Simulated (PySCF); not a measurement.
# Se (selenium, neutral) across methods

[Ar] 3d10 4s2 4p4, high-spin 3P determinant. Computed with PySCF 2.14 in aug-cc-pVQZ-PP with one added diffuse shell each of s, p, d, f, g type with ECP10MDF (8s7p6d4f3g, 114 functions), with scalar relativity through the core potential.

```json
{"method": "UHF", "E (hartree)": "-371.86410", "mean ε 4s β (eV)": "-20.804", "mean ε 4p α (eV)": "-11.587", "mean ε 4p β (eV)": "-9.453", "Σ⟨r²⟩ (bohr²)": "40.37", "⟨S²⟩": "2.011"}
{"method": "HSE06", "E (hartree)": "-373.0910", "mean ε 4s β (eV)": "-17.323", "mean ε 4p α (eV)": "-7.974", "mean ε 4p β (eV)": "-6.456", "Σ⟨r²⟩ (bohr²)": "40.28", "⟨S²⟩": "2.004"}
{"method": "PBE", "E (hartree)": "-373.1242", "mean ε 4s β (eV)": "-16.214", "mean ε 4p α (eV)": "-7.111", "mean ε 4p β (eV)": "-5.692", "Σ⟨r²⟩ (bohr²)": "40.55", "⟨S²⟩": "2.003"}
{"method": "r2SCAN", "E (hartree)": "-373.0069", "mean ε 4s β (eV)": "-16.366", "mean ε 4p α (eV)": "-7.523", "mean ε 4p β (eV)": "-5.976", "Σ⟨r²⟩ (bohr²)": "40.01", "⟨S²⟩": "2.006"}
{"method": "wB97X-V", "E (hartree)": "-373.0969", "mean ε 4s β (eV)": "-20.437", "mean ε 4p α (eV)": "-10.639", "mean ε 4p β (eV)": "-9.247", "Σ⟨r²⟩ (bohr²)": "40.28", "⟨S²⟩": "2.003"}
{"method": "PBE0", "E (hartree)": "-373.0967", "mean ε 4s β (eV)": "-17.645", "mean ε 4p α (eV)": "-8.403", "mean ε 4p β (eV)": "-6.845", "Σ⟨r²⟩ (bohr²)": "40.24", "⟨S²⟩": "2.004"}
{"method": "LDA", "E (hartree)": "-372.5773", "mean ε 4s β (eV)": "-16.632", "mean ε 4p α (eV)": "-7.173", "mean ε 4p β (eV)": "-5.783", "Σ⟨r²⟩ (bohr²)": "40.50", "⟨S²⟩": "2.002"}
{"method": "TPSSh", "E (hartree)": "-373.0456", "mean ε 4s β (eV)": "-16.763", "mean ε 4p α (eV)": "-7.740", "mean ε 4p β (eV)": "-6.258", "Σ⟨r²⟩ (bohr²)": "40.20", "⟨S²⟩": "2.004"}
```

Energies and moments cover only the electrons outside the core potential.
